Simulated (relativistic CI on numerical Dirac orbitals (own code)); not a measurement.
**L2,3 absorption of iron in several valence states**

Computed multiplet spectra 2p⁶3dⁿ → 2p⁵3dⁿ⁺¹ (Dirac-Coulomb-Breit ions, Slater integrals scaled by 0.8, an assumed crystal field that grows with the charge, no charge transfer; 300 K; Lorentzian 0.4 eV and Gaussian 0.3 eV FWHM at both edges, so that L2 comes out sharper than in experiment). Peaks over 5 % are given in eV from the highest peak in the L3 region of each spectrum (height, largest 100). S of the lowest state is read from ⟨S²⟩, and the branching ratio is the share of L3, cut at the minimum between the edges.

Field parameters in Wybourne normalisation: Oh B⁴₀ = 21Dq, B⁴₄ = √(5/14) B⁴₀. The field is a parameter set, without covalency.

- Fe2+ (d6, Oh, 10Dq = 9750 cm⁻¹): S = 2.00, high spin, branching ratio 0.77; peaks 0.0 (100), 1.1 (58), 2.8 (23), 11.4 (13), 12.7 (34), 15.7 (8)
- Fe3+ (d5, Oh, 10Dq = 12600 cm⁻¹): S = 2.50, high spin, branching ratio 0.77; peaks -1.7 (28), 0.0 (100), 1.7 (29), 3.2 (7), 3.9 (10), 4.9 (6), 11.5 (15), 13.4 (20), 14.3 (15), 14.7 (16)
- Fe4+ (d4, Oh, 10Dq = 15400 cm⁻¹): S = 2.00, high spin, branching ratio 0.65; peaks -2.1 (44), -1.3 (42), 0.0 (100), 1.7 (65), 3.3 (29), 8.2 (21), 9.8 (32), 10.4 (30), 10.9 (22), 12.8 (28), 13.8 (42), 15.0 (17)
- Fe5+ (d3, Oh, 10Dq = 18250 cm⁻¹): S = 1.50, branching ratio 0.59; peaks -2.1 (52), 0.0 (100), 1.0 (88), 3.6 (23), 5.1 (13), 9.1 (26), 10.6 (92), 12.2 (37), 13.4 (68)

The centroid of the whole edge, which also moves with the branching ratio, lies at 713.2 (Fe2+), 716.3 (Fe3+), 720.5 (Fe4+), 725.7 (Fe5+) eV in this ionic model, in steps of 3.1 to 5.2 eV. Compounds show about 1 to 2 eV a unit and lower energies for the high valences, since ligands screen the charge. The multiplet shape follows the d count and the spin state, and so serves as a fingerprint of valence.
